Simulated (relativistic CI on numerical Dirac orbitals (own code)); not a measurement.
## Nb XXVIII: sensitivity of the levels to the model

Base calculation: Dirac-Coulomb-Breit CI, KLI orbitals optimised for each configuration, QED by a radiative potential, unscaled Slater integrals.

CI space (outside the closed core [Ne]): 3s2.3p2, 3s.3p3, 3s2.3p.3d, 3p4, 3s.3p2.3d, 3p3.3d, 3s.3p.3d2, 3s2.3d.4p, 3p3.4s, 3s.3p.3d.4s, 3p3.4p, 3s2.3p.4s, 3s2.3d2, 3s.3d3, 3p2.3d2, 3p.3d3, 3p.3d2.4s, 3s2.3d.4s, 3s.3d2.4s, 3s.3p.3d.4p, 3s.3d2.4p, 3p.3d2.4p, 3s.3d.4s.4p. Double excitations out of closed p, d and f shells are left out; levels of such configurations are missing from the list, as are those of other unlisted configurations, and high levels can miss mixing partners.

The lowest level and the first level of each name with at least 55 % of one term (blank where a level has no safe partner in the second run):

| Level | Base (cm⁻¹) | Shift (cm⁻¹) |
| --- | --- | --- |
| 3s2.3p2 3P_0 | 0 | 0 |
| 3s2.3p2 3P_1 | 140739 | -555 |
| 3s2.3p2 1S_0 | 426782 | +12890 |
| 3s.3p3 5S°_2 | 651227 | -21061 |
| 3s.3p3 3D°_1 | 774395 | +29573 |
| 3s.3p3 3D°_2 | 811190 | +23109 |
| 3s.3p3 3D°_3 | 859824 | +30319 |
| 3s.3p3 3P°_0 | 936396 | +18374 |
| 3s.3p3 3P°_1 | 954164 | +26316 |
| 3s2.3p.3d 3F°_2 | 1012024 |  |
| 3s2.3p.3d 3F°_3 | 1068442 | -18641 |
| 3s2.3p.3d 3F°_4 | 1191752 | -10635 |
| 3s2.3p.3d 3P°_0 | 1264848 | -33148 |
| 3s2.3p.3d 3D°_3 | 1268047 | -36950 |

At this charge energies of transitions that change n are usually good to better than 1 %, and those within a shell (Δn = 0) to a few per cent.

(1) One thing was changed in a second run, which moved the levels as shown. Which?
A. non-relativistic limit
B. configuration mixing switched off
C. QED terms removed
D. Breit term removed

Results:

(1) B. Configuration mixing switched off. Without mixing, levels that were pushed by configurations of the same parity and J return to their single-configuration places.

LS names give the leading component of a level, which can be under half, so a name can repeat, a term be missing and a line seem to break the LS rules.
